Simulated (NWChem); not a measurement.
## Total energies of hydrogen bromide (HBr)

```xyz
2

Br     0.0000     0.0000     0.0395
H      0.0000     0.0000    -1.3829
```
Charge 0, spin multiplicity 1.

Program: NWChem. The geometry was optimised at PBE0/def2-SVP, a minimum by its harmonic frequencies.

Basis set: 3-21G (24 functions).

| method | total energy (Ha) |
|---|---|
| RHF | -2560.61546 |
| MP2 | -2560.65693 |
| B2PLYP | -2561.89801 |
| PBE | -2561.95850 |
| B3LYP | -2562.38251 |
| BHandHLYP | -2562.34986 |
| CCSD(T) | -2560.66730 |

Total energies of different functionals aren't comparable as a measure of quality: only differences taken within one method are. 

The Hamiltonian is non-relativistic. The correlated methods keep 9 core orbitals frozen. B3LYP has NWChem's definition, with VWN1-RPA local correlation. No row is a measurement; the coupled-cluster row has its own basis-set and correlation limits.
